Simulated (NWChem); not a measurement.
System: CH4MgS; SMILES [S]([MgH])C

```xyz
7

Mg    -0.1740    -1.6519     0.0000
H     -0.7670    -3.2502     0.0000
S      0.6936     0.5087     0.0000
C     -0.8166     1.5760     0.0000
H     -0.4660     2.6260     0.0000
H     -1.4385     1.4256     0.9040
H     -1.4385     1.4256    -0.9040
```
Atoms are numbered in this order, from 1.

Structure relaxed at the PBE-D3(BJ)/def2-SVP level.

Symmetry labels are those of Cs in the frame above (b1 and b2, or b-type labels, depend on it).

Q: List the 6 lowest vertical singlet excitations and the 6 lowest triplet ones from B3LYP/6-31+G* (spherical d), TDA (NWChem).

A: 
| state | energy (eV) | oscillator strength | symmetry | leading excitation (squared amplitude) |
|---|---|---|---|---|
| S1 | 4.05 | 0.015 | a" | HOMO → LUMO (0.99) |
| S2 | 4.22 | 0.024 | a" | HOMO → LUMO+1 (0.99) |
| S3 | 4.69 | 0.003 | a' | HOMO → LUMO+2 (0.73) |
| S4 | 4.92 | 0.008 | a' | HOMO−1 → LUMO+1 (0.56) |
| S5 | 5.27 | 0.002 | a" | HOMO−1 → LUMO+2 (0.98) |
| S6 | 5.41 | 0.290 | a' | HOMO−1 → LUMO+1 (0.39) |
| T1 | 3.85 | spin-forbidden | a" | HOMO → LUMO (0.79) |
| T2 | 3.99 | spin-forbidden | a" | HOMO → LUMO+1 (0.77) |
| T3 | 4.31 | spin-forbidden | a' | HOMO−1 → LUMO (0.44) |
| T4 | 4.44 | spin-forbidden | a' | HOMO → LUMO+2 (0.57) |
| T5 | 4.64 | spin-forbidden | a' | HOMO−1 → LUMO+1 (0.74) |
| T6 | 5.10 | spin-forbidden | a" | HOMO−1 → LUMO+2 (0.96) |
